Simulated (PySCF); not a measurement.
**Krypton: a sound run and one with changed settings**

Sound run: Kr [Kr], Kr⁺ [Ar] 3d10 4s2 4p5. All numbers are calculated (PySCF 2.14, no relativity, point nucleus, in pcseg-2). In the sound run the correlated levels freeze [Ar] 3d10. The sound run starts from symmetry-adapted Hartree-Fock orbitals and uses a fine grid where one is needed.

Changed run: scalar relativity by spin-free X2C-1e. This setting is unsound on purpose.

```csv
species,method,sound run (hartree),changed run (hartree),converged
Kr,UHF,-2752.02415,-2779.87557,yes
Kr,TPSS,-2753.69458,-2781.53112,yes
Kr,BP86,-2754.09153,-2781.92502,yes
Kr,MP2,-2752.19482,-2780.04591,yes
Kr,CCSD(T),-2752.21595,-2780.06668,yes
Kr⁺,UHF,-2751.54303,-2779.39418,yes
Kr⁺,TPSS,-2753.17569,-2781.01203,yes
Kr⁺,BP86,-2753.56993,-2781.40307,yes
Kr⁺,MP2,-2751.67961,-2779.53025,yes
Kr⁺,CCSD(T),-2751.70395,-2779.55406,yes
```

Ionisation energy of Kr:

```tsv
method	sound run (eV)	changed run (eV)
UHF	13.092	13.099
TPSS	14.120	14.125
BP86	14.193	14.203
MP2	14.020	14.032
SCS-MP2	13.934	13.947
CCSD	13.896	13.912
CCSD(T)	13.932	13.949
```

Most of the change in total energy is the relativistic energy itself. On top of that the contraction fixes the core shape for the Hamiltonian it was made with, so the changed run is not a good calculation with the other Hamiltonian either.

For comparison, NIST gives 14.000 eV between the lowest levels.
